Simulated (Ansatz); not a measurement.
**Question.** Predict a relaxed structure of the cluster Ru3H (the lowest doublet isomer of a short search), charge 0, doublet, at PBE0-D4/def2-TZVP (Ansatz).

**Answer.** 
```xyz
4

Ru   -0.2625   -0.2694    0.9145
Ru   -1.2850    0.6473   -1.1391
Ru    0.6243   -1.0981   -0.9425
H     0.9231    0.7202    1.1670
```
 This is one stationary point.

In the def2 sets Ru takes a core potential; there is no spin–orbit coupling. The charge 0 doublet is spin-contaminated (final ⟨S²⟩ up to 3.18, 0.75 for a pure state). The structure comes from a short search, and lower isomers may exist.
